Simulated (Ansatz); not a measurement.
The same path of BrH + H5NSi (9 atoms, charge 0, multiplicity 1) was run twice with different band settings. Lost on the way: Si1–H2, H6–Br7. Made: Si1–Br7, H2–H6.

These are results of RKS PBE-D4/def2-SVP (Ansatz 0.2.0), not measurements.

Relaxed end points:

```xyz
9
Properties=species:S:1:pos:R:3
Si -0.682 -0.894 -0.273
H 0.423 -1.901 -0.178
H -1.567 -1.232 -1.446
H -1.506 -0.838 0.977
N 0.105 0.705 -0.432
H 1.064 0.886 0.878
Br 1.945 0.953 2.126
H -0.526 1.517 -0.420
H 0.744 0.804 -1.232
```

```xyz
9
Properties=species:S:1:pos:R:3
Si -1.015 -0.200 0.472
H 2.594 -0.887 -0.791
H -0.977 -1.607 -0.038
H -2.374 0.218 0.942
N -0.539 0.856 -0.812
H 2.294 -0.712 -0.103
Br 0.313 -0.176 2.320
H -0.624 1.867 -0.675
H 0.328 0.641 -1.314
```

Common settings: spring 5.0 eV/Å²; optimiser quadratic models (default); start path through a guess of the saddle point; force threshold 0.05 eV/Å; iteration limit 60; end points relaxed.

| run | movable images | climbing image |
| --- | --- | --- |
| 1 | 9 | yes |
| 2 | 1 | no |

What does each run give, and how far can it be trusted?

Run 1: converged after 27 iterations, highest image 1.289 eV above the first end. The profile has 2 maxima (images 2, 5) with wells between them (image 3): this band takes more than one step, which may be the mechanism or a detour left from its start path. A vibrational analysis at the climbing image gives one clearly imaginary mode, 648i cm⁻¹: a first-order saddle point.
Run 2: converged after 30 iterations, highest image 0.038 eV above the first end. No image climbed, so the highest image needn't sit at the top of the path. A band with more images between the same ends climbed to 1.29 eV, so this one has probably stepped over the top. So few images can step over the top or miss a turn of the path.
The orbitals stay closed-shell, which can raise the energy where a bond breaks towards radicals; this wasn't checked here.
